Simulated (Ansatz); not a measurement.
Reactions of C2H6INSi (`N=C([SiH3])CI`).

Calculated with Ansatz (gas phase, PBE0-D4/def2-TZVP geometries, no zero-point term in ΔE). CBS: MP2 limit from def2 TZ/QZ plus the TZ coupled-cluster correction, frozen cores. This one scheme is used for every species. DFT in def2-TZVPP. Elements past krypton have def2 core potentials. For I outer-core shells are correlated without core-valence functions, which leaves a few kJ/mol of doubt a bond. Each species was taken in one conformer, which may not be the lowest.

```
                                               reaction  CCSD(T)/CBS(def2) (kcal/mol)
            `N=C([SiH3])CI` + H–F → `FCI` + `N=C[SiH3]`                          21.0
        `N=C([SiH3])CI` + `BS` → `BSC(=N)[SiH3]` + `CI`                          -0.8
`N=C([SiH3])CI` + `O[SiH3]` → `[SiH3]OCI` + `N=C[SiH3]`                             ?
          `N=C([SiH3])CI` + H₂S → `N=C([SiH3])S` + `CI`                          -0.8
```

Question: Fill in the missing values. (Estimate.)

Answer: Computed: `N=C([SiH3])CI` + `O[SiH3]` → `[SiH3]OCI` + `N=C[SiH3]`: +16.9 kcal/mol.

Largest T1 diagnostic: 0.015, for `BSC(=N)[SiH3]`.
